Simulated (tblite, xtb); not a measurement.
ClZn, doublet, at a GFN2-xTB geometry (such geometries of metal compounds can be far from the true shape) (the spin is typed, not shown lowest). Base run: GFN1-xTB in xtb.

Geometry (Å):
```xyz
2

Zn     0.0000     0.0000    -0.7990
Cl     0.0000     0.0000     1.4100
```
Charge 0, spin multiplicity 2.
All else is at xtb's defaults.
Base energy -5.06029 Eh.

Programs used: tblite, xtb; a row that names a program was run with it.

Each row names what was changed in the base input (with any setting that the change needs).

```
change                                                    ΔE vs base (mEh)  dipole (D)  G_solv (kcal/mol)  SCF cycles
--------------------------------------------------------  ----------------  ----------  -----------------  ----------
base                                                                 0.000        3.48                  -           7
alpb = toluene                                                      -8.199        4.00              -5.46           7
alpb = hexane                                                       -4.370        3.86              -2.90           7
program = tblite; method = gfn1; option = --grad                     0.000           -                  -           -
acc = 30                                                             0.000        3.48                  -           6
program = tblite; method = gfn1; option = (--guess, eeq)             0.000           -                  -           -
etemp = 3000                                                        -0.269        3.41                  -           8
etemp = 1000                                                         0.000        3.48                  -           7
gbsa = toluene                                                     -16.175        4.31             -10.94           7
```

ALPB and GBSA are two models with their own fitted parameters for each solvent, which aren't always the measured dielectric constant.
